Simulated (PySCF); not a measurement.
# Bonding in `O=Cc1cpccc1F`

Compound: C₆H₄FOP.
Numbering: `[O:1]=[CH:2][c:3]1[cH:4][p:5][cH:6][cH:7][c:8]1[F:9]` (hydrogens: H10 on C2; H11 on C4; H12 on C6; H13 on C7)

Structure used (PBE0-D3(BJ)/def2-SVP), in Å, numbered top down from 1:
```
atom  x, y, z in Å
O1    -2.9574   -0.0017   -0.4307
C2    -1.9486   -0.6592   -0.4047
C3    -0.6061   -0.0803   -0.1139
C4    -0.5095    1.2916    0.1314
P5     0.9325    2.1864    0.4718
C6     2.0966    0.8853    0.4040
C7     1.8198   -0.4485    0.1453
C8     0.5260   -0.9012   -0.0986
F9     0.3679   -2.2025   -0.3311
H10   -1.9660   -1.7550   -0.6037
H11   -1.4629    1.8323    0.0952
H12    3.1433    1.1542    0.5832
H13    2.6201   -1.1940    0.1242
```

Bond orders from the PBE0/pcSseg-1 density (PySCF). Geometry: PBE0-D3(BJ)/def2-SVP, one conformer, isolated molecule.

Where do the orders between heavy atoms depart from those drawn in the SMILES?

The largest departure is 0.257, at C8–C3 (drawn aromatic, 1.243), counting aromatic bonds as 1.5. The bonds drawn aromatic range from 1.24 to 1.47.

Set the Mayer orders of the bonds between heavy atoms beside their lengths.

| bond | drawn as | length (Å) | Mayer order |
| --- | --- | --- | --- |
| O1–C2 | double | 1.204 | 1.998 |
| C2–C3 | single | 1.491 | 1.010 |
| C3–C4 | aromatic | 1.397 | 1.423 |
| C4–P5 | aromatic | 1.731 | 1.357 |
| P5–C6 | aromatic | 1.747 | 1.266 |
| C6–C7 | aromatic | 1.387 | 1.465 |
| C7–C8 | aromatic | 1.392 | 1.436 |
| C8–F9 | single | 1.331 | 0.913 |
| C8–C3 | aromatic | 1.399 | 1.243 |

Bonds between the same two heavy elements. C–C: lowest C2–C3 (1.010, 1.491 Å), highest C6–C7 (1.465, 1.387 Å). C–P: lowest P5–C6 (1.266, 1.747 Å), highest C4–P5 (1.357, 1.731 Å).

And the bonds to hydrogen?

C–H: 0.90 to 0.94 (4 bonds).

Sum the orders of all bonds at each heavy atom with more than one neighbour and set the sums beside the valence in the SMILES.

C2 3.952 (drawn 4), C3 3.676 (drawn 4), C4 3.678 (drawn 4), P5 2.623 (drawn 3), C6 3.660 (drawn 4), C7 3.824 (drawn 4), C8 3.592 (drawn 4). Orders between atoms that aren't bonded are not in these sums.

For a closed shell the Mayer order of atoms A and B is Σ (PS)μν (PS)νμ over the basis functions μ on A and ν on B, with P the density and S the overlap matrix.
